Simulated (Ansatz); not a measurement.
Process, species as SMILES: N[Si](N)(N)O → N[Si](N)(N)[O] + H atom (the H-O bond at the site shown breaks; other sites are not compared here)
Each molecule is optimised on its own at B3LYP-D3(BJ)/def2-TZVP (Ansatz, a first-principles code), one conformer each, not searched for the lowest.
Geometry of the first species:
```xyz
12

N     -0.8475     1.3838    -0.5632
Si    -0.0011     0.0044    -0.0139
N     -1.1967    -1.1833     0.2732
N      0.9196    -0.0129     1.4433
O      1.1050    -0.1937    -1.2296
H     -1.6142     1.7785    -0.0458
H     -0.3994     2.0570    -1.1619
H     -0.9787    -2.0404     0.7541
H     -1.9672    -1.2921    -0.3655
H      1.7672     0.5298     1.5030
H      0.4419    -0.0250     2.3311
H      1.7983    -0.8347    -1.0569
```
Charge 0, spin multiplicity 1.

Quantity: bond dissociation energy (electronic energy difference), in eV. Correlated levels leave the core frozen unless marked. Open shells are spin-unrestricted. Spin-orbit coupling is left out. Non-relativistic. CBS marks a two-point X^-3 extrapolation of the correlation energy; Hartree-Fock from the larger set.

```
level                                        program  bond dissociation energy (eV)  minus last row
------------------------------------  --------------  -----------------------------  --------------
BLYP-D3(BJ)/def2-TZVPD                Ansatz + dftd3                           4.81           -0.70
PBE0/6-31G*                                   Ansatz                           4.89           -0.62
BHLYP-D3(BJ)/def2-TZVPD               Ansatz + dftd3                           5.18           -0.33
r2SCANh/def2-TZVPD                            Ansatz                           5.05           -0.46
CAM-B3LYP/def2-TZVPD                          Ansatz                           5.25           -0.26
SCS-MP2/cc-pV(T+d)Z                           Ansatz                           5.65            0.14
CCSD(T)/CBS(cc-pV(T+d)Z,cc-pV(Q+d)Z)          Ansatz                           5.51            0.00
```
